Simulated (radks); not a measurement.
The numbers below are computed, except where a source is named.
The mean radii <r> (bohr) of the occupied orbitals of an atom or ion are listed with their occupations. Code: a radial shooting solver on a logarithmic mesh with Libxc functionals. Model: Dirac Kohn-Sham, BLYP, spin-unpolarised, spherical densities, finite nucleus; Fermi nuclear charge, rms radius of each element as measured or else 0.836 A^(1/3) + 0.57 fm.

| orbital | occ. | <r> |
|---|---|---|
| 1s1/2 | 2 | 0.1995 |
| 2s1/2 | 2 | 1.140 |
| 2p1/2 | 2 | 1.266 |
| 2p3/2 | 2 | 1.268 |

Name the element and its charge. Open shells, if any, fill j = l - 1/2 first.

Answer. Z = 8, oxygen, charge 0: O in [He] 2s2 2p4. The 1s radius gives Z: for a bare nucleus <r> = (2 gamma + 1)/(2Z) with gamma = sqrt(1 - (Z/c)^2), 0.1873 bohr for Z = 8, and screening makes it slightly larger (0.1995 here). The occupations add up to 8, and the charge is Z minus that.
